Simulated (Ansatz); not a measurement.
Ge$_{2}$H$_{6}$O, SMILES `[GeH3][O][GeH3]` at its PBE0-D4/def2-TZVP geometry, where that method's forces vanish. Charge 0, multiplicity 1.

```xyz
9

Ge   -0.1185    0.2788    1.5619
O    -0.0253   -0.8149    0.1692
Ge    0.1156   -0.3728   -1.5423
H     1.1563    1.1435    1.6149
H    -0.2286   -0.6268    2.7943
H    -1.3601    1.1805    1.4174
H     0.1573   -1.6985   -2.3116
H     1.4098    0.4373   -1.7529
H    -1.1065    0.4730   -1.9507
```

Question: What forces (eV/Å) does ωB97M-V/def2-TZVPP give on these atoms in Ansatz? (Best estimate.)

Answer: Ansatz gave: 
```
Ge1 -0.013  0.083  0.175
O2  -0.001 -0.022  0.004
Ge3  0.015  0.006 -0.193
H4  -0.097 -0.066 -0.015
H5   0.009  0.075 -0.097
H6   0.096 -0.068  0.000
H7  -0.003  0.108  0.059
H8  -0.099 -0.057  0.026
H9   0.092 -0.060  0.041
```
